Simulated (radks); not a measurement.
As II, 32 electrons, occupied as [Ar] 3d10 4s2 4p2.

All-electron calculation, scalar-relativistic Kohn-Sham, exchange-only B88, spin-unpolarised, spherical densities, point nucleus. Program: a radial shooting solver on a logarithmic mesh with Libxc functionals.

Energy parts (eV):
part                   energy
total              -61479.518
kinetic             62702.568
electron-nucleus  -147953.675
Hartree             26007.974
exchange            -2236.385

Orbitals (lengths in bohr, moments of r in powers of bohr; r(90%) holds 90 % of the orbital's charge):
orbital  occ.  eigenvalue (eV)       <r^4>     <r^2>   <1/r>  r(90%)
1s          2        -11731.29  0.00001998  0.002786   33.47  0.0813
2s          2        -1495.690    0.004071   0.04849   7.368   0.314
2p          6        -1312.842    0.002972   0.03845   7.222   0.289
3s          2        -198.6464      0.2739    0.4128   2.385   0.894
3p          6        -142.1203      0.3463    0.4480   2.232   0.947
3d         10         -49.1826      0.7927    0.5817   1.908    1.14
4s          2         -22.4379       26.43     4.047  0.7008    2.80
4p          2         -12.4813       69.76     6.363  0.5573    3.57

The highest occupied level is 4p at -12.481 eV. For comparison, the ionisation energy in NIST's Atomic Spectra Database is 18.589 eV (measured). In exact Kohn-Sham theory the highest level is minus the ionisation energy, but local and semilocal functionals leave it too shallow, through self-interaction and a potential that decays too fast; potentials with the right tail come closer. Summed over all electrons, <r^2> = 30.48 bohr^2, which gives a Langevin (diamagnetic) susceptibility term of -24.1 x 10^-6 cm^3/mol. The density falls to 0.001 e/bohr^3 at r = 3.99 bohr.

Beside tabulated values, note that spin-unpolarised runs miss the spin-polarisation part of the exchange energy of open shells.
